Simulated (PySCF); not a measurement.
niobium atom (Nb), sextet (core potentials on Nb); WB97X/def2-SVPD (PySCF).

PySCF was given this input:
```python
from pyscf import gto, scf, dft

mol = gto.Mole()
mol.atom = '''
    Nb    0.00000000    0.00000000    0.00000000
'''
mol.basis = 'def2-svpd'
mol.ecp = {'Nb': 'def2-svpd'}
mol.spin = 5
mol.verbose = 4
mol.build()

mf = dft.UKS(mol)
mf.xc = 'wb97x'
mf.kernel()
```

Predict the main parts of the log of this PySCF run.


```
PySCF version 2.14.0

[INPUT] verbose = 4
[INPUT] num. atoms = 1
[INPUT] num. electrons = 13
[INPUT] charge = 0
[INPUT] spin (= nelec alpha-beta = 2S) = 5
[INPUT] symmetry False subgroup None
[INPUT] Mole.unit = angstrom
[INPUT] Symbol           X                Y                Z      unit          X                Y                Z       unit  Magmom
[...]
nuclear repulsion = 0
number of shells = 12
number of NR pGTOs = 60
number of NR cGTOs = 34
basis = def2-svpd
ecp = {'Nb': 'def2-svpd'}

******** <class 'pyscf.dft.uks.UKS'> ********
method = UKS
initial guess = minao
damping factor = 0
level_shift factor = 0
DIIS = <class 'pyscf.scf.diis.CDIIS'>
diis_start_cycle = 1
diis_space = 8
diis_damp = 0
SCF conv_tol = 1e-09
SCF conv_tol_grad = None
SCF max_cycles = 50
direct_scf = True
direct_scf_tol = 1e-13
number electrons alpha = 9  beta = 4
XC library pyscf.dft.libxc version 7.1.2
    S. Lehtola, C. Steigemann, M. J. T. Oliveira, and M. A. L. Marques,  SoftwareX 7, 1–5 (2018)
XC functionals = wb97x
    J.-D. Chai and M. Head-Gordon,  J. Chem. Phys. 128, 084106 (2008)
radial grids:
    Treutler-Ahlrichs [JCP 102, 346 (1995); DOI:10.1063/1.469408] (M4) radial grids

becke partition: Becke, JCP 88, 2547 (1988); DOI:10.1063/1.454033
pruning grids: <function nwchem_prune>
grids dens level: 3
symmetrized grids: False
atomic radii adjust function: <function treutler_atomic_radii_adjust>
small_rho_cutoff = 0
Set gradient conv threshold to 3.16228e-05
tot grids = 22440
init E= -49.4371328831049

cycle= 1 E= -56.3797180756232  delta_E= -6.94  |g|= 0.631  |ddm|= 2.63
cycle= 2 E= -56.4617007816811  delta_E= -0.082  |g|= 0.66  |ddm|= 3.19
cycle= 3 E= -56.7428029101092  delta_E= -0.281  |g|= 0.121  |ddm|= 1.95
cycle= 4 E= -56.7614825656419  delta_E= -0.0187  |g|= 0.0207  |ddm|= 0.756
cycle= 5 E= -56.7630681152372  delta_E= -0.00159  |g|= 0.0059  |ddm|= 0.274
cycle= 6 E= -56.7632055953623  delta_E= -0.000137  |g|= 0.00144  |ddm|= 0.104
cycle= 7 E= -56.7632094638912  delta_E= -3.87e-06  |g|= 0.000619  |ddm|= 0.00476
cycle= 8 E= -56.7632123920537  delta_E= -2.93e-06  |g|= 0.000613  |ddm|= 0.00281
cycle= 9 E= -56.7632145277445  delta_E= -2.14e-06  |g|= 0.000615  |ddm|= 0.00204
cycle= 10 E= -56.7632024110449  delta_E= 1.21e-05  |g|= 0.000605  |ddm|= 0.0116
cycle= 11 E= -56.763180243692  delta_E= 2.22e-05  |g|= 0.000571  |ddm|= 0.0224
cycle= 12 E= -56.7630886612886  delta_E= 9.16e-05  |g|= 0.00221  |ddm|= 0.162
[...]
cycle= 22 E= -56.7630908457549  delta_E= 5.07e-07  |g|= 0.000116  |ddm|= 0.00253
cycle= 23 E= -56.7630906936963  delta_E= 1.52e-07  |g|= 0.000115  |ddm|= 0.000762
cycle= 24 E= -56.7630903394418  delta_E= 3.54e-07  |g|= 0.000115  |ddm|= 0.00178
cycle= 25 E= -56.7630881354812  delta_E= 2.2e-06  |g|= 0.000114  |ddm|= 0.0111
cycle= 26 E= -56.7630830022151  delta_E= 5.13e-06  |g|= 0.000123  |ddm|= 0.0266
cycle= 27 E= -56.7630828739405  delta_E= 1.28e-07  |g|= 0.000126  |ddm|= 0.000686
cycle= 28 E= -56.763080327595  delta_E= 2.55e-06  |g|= 0.000129  |ddm|= 0.0143
cycle= 29 E= -56.7630783966508  delta_E= 1.93e-06  |g|= 0.000106  |ddm|= 0.0119
cycle= 30 E= -56.7630748268817  delta_E= 3.57e-06  |g|= 9.74e-05  |ddm|= 0.0238
cycle= 31 E= -56.7630746291046  delta_E= 1.98e-07  |g|= 0.000188  |ddm|= 0.00277
cycle= 32 E= -56.7630721109244  delta_E= 2.52e-06  |g|= 9.47e-05  |ddm|= 0.0176
cycle= 33 E= -56.7630733565765  delta_E= -1.25e-06  |g|= 0.0006  |ddm|= 0.0125
cycle= 34 E= -56.7630671999869  delta_E= 6.16e-06  |g|= 0.000181  |ddm|= 0.0617
cycle= 35 E= -56.7630669888173  delta_E= 2.11e-07  |g|= 0.000173  |ddm|= 0.00414
cycle= 36 E= -56.7630671448953  delta_E= -1.56e-07  |g|= 6.1e-05  |ddm|= 0.002
cycle= 37 E= -56.7630670098287  delta_E= 1.35e-07  |g|= 0.000141  |ddm|= 0.00474
cycle= 38 E= -56.763066352838  delta_E= 6.57e-07  |g|= 0.000122  |ddm|= 0.019
cycle= 39 E= -56.7630665082926  delta_E= -1.55e-07  |g|= 7.18e-05  |ddm|= 0.00318
cycle= 40 E= -56.7630664766707  delta_E= 3.16e-08  |g|= 6.04e-05  |ddm|= 0.00176
cycle= 41 E= -56.7630664710563  delta_E= 5.61e-09  |g|= 5.02e-05  |ddm|= 0.00239
cycle= 42 E= -56.7630664799396  delta_E= -8.88e-09  |g|= 5.07e-05  |ddm|= 0.00026
cycle= 43 E= -56.7630664557913  delta_E= 2.41e-08  |g|= 4.96e-05  |ddm|= 0.00116
cycle= 44 E= -56.7630664594415  delta_E= -3.65e-09  |g|= 4.95e-05  |ddm|= 0.000299
cycle= 45 E= -56.7630664551004  delta_E= 4.34e-09  |g|= 4.95e-05  |ddm|= 0.000139
cycle= 46 E= -56.7630664555328  delta_E= -4.32e-10  |g|= 4.94e-05  |ddm|= 0.000268
cycle= 47 E= -56.7630664519692  delta_E= 3.56e-09  |g|= 4.94e-05  |ddm|= 0.000273
cycle= 48 E= -56.7630664480238  delta_E= 3.95e-09  |g|= 4.94e-05  |ddm|= 0.00054
cycle= 49 E= -56.7630664606644  delta_E= -1.26e-08  |g|= 4.94e-05  |ddm|= 0.00018
cycle= 50 E= -56.7630661141094  delta_E= 3.47e-07  |g|= 4.9e-05  |ddm|= 0.00417
SCF not converged.
SCF energy = -56.7630661141094 after 50 cycles  <S^2> = 8.7512265  2S+1 = 6.0004088
```

The run did not converge; its last values are not results.
